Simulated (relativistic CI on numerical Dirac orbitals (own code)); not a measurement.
Electric-dipole lines of Pt⁵²⁺

Method of calculation: Dirac-Coulomb-Breit CI, orbitals from a KLI potential per configuration, model QED, unscaled Slater integrals (own radial code, finite nucleus).

Configurations in the expansion (outside the closed core [Ne]): 3s²3p⁶3d⁸, 3s²3p⁵3d⁹, 3s²3p⁴3d¹⁰, 3s3p⁶3d⁹, 3p⁶3d¹⁰, 3s3p⁵3d¹⁰, 3s²3p⁶3d⁷4s, 3s²3p⁶3d⁷4p, 3s²3p⁴3d⁹4s, 3s²3p⁶3d⁷4d, 3s²3p⁴3d⁹4p, 3s²3p⁵3d⁸4s, 3s²3p⁶3d⁷4f, 3s²3p⁴3d⁹4d, 3s3p⁵3d⁹4s, 3s²3p⁵3d⁸4p. Levels of other configurations are missing.

```
λ vac (Å)                  Lower                   Upper   A (s⁻¹)  log gf  S velocity/length
   5.7568      3s²3p⁶3d⁸ ³F4 [1]   3s²3p⁶3d⁷4p ³F°4 [98]  1.54e+13   -0.16               0.97
   5.8800      3s²3p⁶3d⁸ ³F4 [1]   3s²3p⁶3d⁷4p ³G°5 [86]  1.09e+13   -0.21               0.96
   15.027      3s²3p⁶3d⁸ ³F2 [8]     3s²3p⁵3d⁹ ³D°1 [22]  7.60e+12   -0.11               0.81
   15.078      3s²3p⁶3d⁸ ³F3 [4]     3s²3p⁵3d⁹ ¹F°3 [19]  2.23e+12   -0.27               0.81
   15.162    3s²3p⁵3d⁹ ³F°3 [17]     3s²3p⁴3d¹⁰ ¹D2 [29]  7.80e+12    0.13               0.92
   15.377      3s²3p⁶3d⁸ ¹G4 [6]     3s²3p⁵3d⁹ ¹F°3 [19]  6.71e+12    0.22               0.79
   15.679      3s²3p⁶3d⁸ ³F2 [8]     3s²3p⁵3d⁹ ³F°2 [20]  4.08e+12   -0.12               0.82
   18.302    3s²3p⁵3d⁹ ³F°4 [10]       3s3p⁶3d⁹ ³D3 [24]  4.73e+12    0.22               0.91
   24.699      3s²3p⁶3d⁸ ³F4 [1]     3s²3p⁵3d⁹ ³D°3 [12]  2.50e+12    0.21               0.71
   25.257      3s²3p⁶3d⁸ ³F3 [4]     3s²3p⁵3d⁹ ³D°2 [14]  1.43e+12   -0.16               0.70
   25.553      3s²3p⁶3d⁸ ¹G4 [6]     3s²3p⁵3d⁹ ³F°3 [17]  1.44e+12   -0.01               0.69
   25.745    3s²3p⁵3d⁹ ³D°3 [12]     3s²3p⁴3d¹⁰ ³P2 [21]  2.35e+12    0.07               0.90
   26.095      3s²3p⁶3d⁸ ¹D2 [2]     3s²3p⁵3d⁹ ¹D°2 [11]  1.32e+12   -0.17               0.76
   26.140      3s²3p⁶3d⁸ ³F4 [1]     3s²3p⁵3d⁹ ³F°4 [10]  6.02e+11   -0.26               0.71
   41.825  3s²3p⁶3d⁷4p ³G°5 [52]   3s²3p⁶3d⁷4d ³H6 [160]  1.07e+12    0.56               1.02
   49.874   3s²3p⁶3d⁷4s ³D3 [37]  3s²3p⁶3d⁷4p ³F°4 [103]  6.48e+11    0.34               1.05
   49.924   3s²3p⁶3d⁷4s ⁵F5 [33]   3s²3p⁶3d⁷4p ⁵G°6 [95]  6.63e+11    0.51               1.09
   49.957   3s²3p⁶3d⁷4s ⁵F4 [39]  3s²3p⁶3d⁷4p ⁵G°5 [122]  6.53e+11    0.43               1.08
   50.095   3s²3p⁶3d⁷4s ⁵F5 [41]  3s²3p⁶3d⁷4p ⁵G°6 [125]  6.48e+11    0.50               1.11
   50.377   3s²3p⁶3d⁷4s ³H6 [47]  3s²3p⁶3d⁷4p ³I°7 [134]  6.51e+11    0.57               1.14
```

Terms are leading LS components. Brackets give the number of a level in order of energy, since labels repeat. The list gives strong lines, with weight on those to low levels, among the lowest 200 of 1397 levels, so that lines to higher ones, which can be the strongest, are missing. Levels whose partners in the same complex of configurations lie outside the list can be far off, and so can their lines. Rates are taken at the computed energies, electric ones in the length gauge. A velocity-to-length ratio far from 1 marks an uncertain rate.

At this charge energies of transitions that change n are usually good to better than 1 %, and those within a shell (Δn = 0) to a few per cent.

LS names give the leading component of a level, which can be under half, so a name can repeat, a term be missing and a line seem to break the LS rules.
